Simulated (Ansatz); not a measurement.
Reaction (hydrogenolysis of a C–O bond): `O[CH](Cl)[GeH3]` + H₂ → `Cl[CH2][GeH3]` + H₂O

Computed with Ansatz on PBE0-D4/def2-TZVP structures; ΔE is electronic, products minus reactants. CCSD(T)/CBS adds triple-zeta CCSD(T) − MP2 to the extrapolated MP2 energy (def2 sets, frozen cores). This one scheme is used for every species. DFT in def2-TZVPP. For Ge outer-core shells are correlated without core-valence functions, which leaves a few kJ/mol of doubt a bond. Scalar relativity is left out up to krypton. One conformer a species, not always the lowest.

```
          species  CAM-B3LYP energy (Eh)
`O[CH](Cl)[GeH3]`            -2653.67216
               H₂               -1.17158
  `Cl[CH2][GeH3]`            -2578.44236
              H₂O              -76.43858
```

Q: Work out ΔE.

A: ΔE = (-2578.44236) + (-76.43858) − (-2653.67216) − (-1.17158) = -0.03720 Eh = -97.7 kJ/mol. CCSD(T)/CBS gives -102.9 kJ/mol.

Largest T1 diagnostic among the species: 0.011.

At CCSD(T), def2-SVP lies +17.5 kJ/mol from the extrapolated value and def2-TZVPP +2.6 kJ/mol. In def2-TZVPP, CCSD(T) changes the Hartree–Fock value by +13.2 kJ/mol (the triples alone add +5.2 kJ/mol) and MP2 by +11.7 kJ/mol. The D4 term adds +5.8 kJ/mol with B3LYP and +3.1 kJ/mol with PBE0; it sums over pairs of atoms, weighted by their polarisabilities, and B3LYP, whose exchange is more repulsive, gets the larger term.

B3LYP here is the variant with VWN-RPA as its local correlation; programs differ in this.
